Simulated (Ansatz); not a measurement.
C3H5BS, SMILES `BC1=C(C)S1`, charge 0, multiplicity 1.

Question: Give a relaxed structure at PBE0-D4/def2-TZVP (Ansatz). (Estimate.)

Answer: Ansatz gave: 
Z-matrix (Å, degrees):
```
C
C 1 1.463
H 1 1.093 2 109.2
H 1 1.093 2 109.2 3 116.8
H 1 1.090 2 111.3 3 -121.6
C 2 1.306 1 146.0 3 121.3
S 2 1.730 1 135.8 3 -58.6
B 6 1.482 2 156.7 1 -0.0
H 8 1.198 6 116.1 2 0.1
H 8 1.191 6 122.6 2 -179.9
```
Point group Cs.
This is one stationary point; other conformers may exist.
